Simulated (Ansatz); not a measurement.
`F[SiH](F)Cl` + H₂O → `O[SiH](F)F` + HCl at 298.15 K and 1 bar (formal hydrolysis of the Si–Cl bond).

Gas-phase electronic energies from Ansatz, PBE0-D4/def2-TZVP geometries. CBS: MP2 limit from def2 TZ/QZ plus the TZ coupled-cluster correction, frozen cores. This one scheme is used for every species. Each species was taken in one conformer, which may not be the lowest.

```tsv
species	CCSD(T)/CBS energy (Eh)	H − E (kJ/mol)	S (J/(mol·K))
`F[SiH](F)Cl`	-949.23245	58.3	299.3
H₂O	-76.37941	66.4	188.7
`O[SiH](F)F`	-565.23707	91.8	297.2
HCl	-460.38127	26.6	186.8
```

H − E and S are ideal-gas, rigid-rotor, harmonic terms from PBE0-D4/def2-TZVP, for one conformer and one mirror image of each species. 1 Eh = 2625.50 kJ/mol, R = 8.31446 J/(mol·K).

Problem. By hand: ΔE, ΔH, ΔS and ΔG.

Solution. ΔE = (-565.23707) + (-460.38127) − (-949.23245) − (-76.37941) = -0.00648 Eh = -17.0 kJ/mol. Δ(H − E) = 91.8 + 26.6 − 58.3 − 66.4 = -6.3, so ΔH = -23.3 kJ/mol. ΔS = 297.2 + 186.8 − 299.3 − 188.7 = -4.0 J/(mol·K). ΔG = -23.3 − 298.15 × (-4.0)/1000 = -22.1 kJ/mol.

Problem. By hand: the equilibrium constant, and the temperature at which ΔG would vanish if ΔH and ΔS stayed fixed.

Solution. log₁₀ K = −ΔG/(RT ln 10) = 3.9. ΔG = 0 at ΔH/ΔS = 5825 K, far beyond where these terms or the molecules hold.

The number of gas molecules stays the same, so ΔS is small and ΔH decides. A doubt of 5 kJ/mol in ΔE shifts log₁₀ K by 0.9 here. Other conformers and mirror images would add mixing entropy, several J/(mol·K) or more a flexible species. These are equilibria of isolated gas molecules and say nothing of rates. Largest T1 diagnostic: 0.011 (customary marks: 0.02 for closed shells, 0.045 for open ones).
